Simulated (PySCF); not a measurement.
A structure optimised at B3LYP-D3(BJ)/def2-SVP, used in a PySCF frequency run:

```
Si
O 1 1.5278
Br 1 2.1966 2 125.38
Br 1 2.1966 2 125.38 3 180.00
```
Charge 0, spin multiplicity 1.

Question: Write its SMILES, formula and point group.

Answer: O=[Si](Br)Br, Br2OSi, C2v

Question: What are its rotational constants (standard atomic weights)?

Answer: 3.6349, 0.98599, 0.77560 GHz
